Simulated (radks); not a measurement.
Question: Species: neutral bromine. Configuration: [Ar] 3d10 4s2 4p5. Method: non-relativistic Kohn-Sham, LDA (Slater exchange, Perdew-Wang correlation), spin-polarised, spherical densities, point nucleus; open shells are filled with parallel spins first; computed with a radial shooting solver on a logarithmic mesh with Libxc functionals. Some entries of the table are withheld. Estimate them.

orbital  occ.  eigenvalue (Ry)  r(max) (bohr)  <1/r> (bohr^-1)
1s up       1        -960.3658        0.02889            34.45
1s down     1        -960.3610        0.02889            34.45
2s up       1        -123.4195         0.1633            7.635
2s down     1        -123.4163         0.1633            7.635
2p up       3        -111.3560         0.1291            7.621
2p down     3        -111.3516         0.1291            7.621
3s up       1        -16.81914         0.4944            2.521
3s down     1        -16.81272         0.4944            2.521
3p up       3        -12.59904         0.4854            2.412
3p down     3        -12.59181         0.4854            2.412
3d up       5              (1)         0.4290            2.157
3d down     5              (2)         0.4289            2.158
4s up       1              (3)          1.440           0.7820
4s down     1              (4)          1.437           0.7817
4p up       3         -0.61235          1.667              (5)
4p down     2         -0.56515          1.670              (6)

Answer: 
(1) 3d up eigenvalue (Ry): -5.04657
(2) 3d down eigenvalue (Ry): -5.03748
(3) 4s up eigenvalue (Ry): -1.46350
(4) 4s down eigenvalue (Ry): -1.41226
(5) 4p up <1/r> (bohr^-1): 0.6318
(6) 4p down <1/r> (bohr^-1): 0.6265
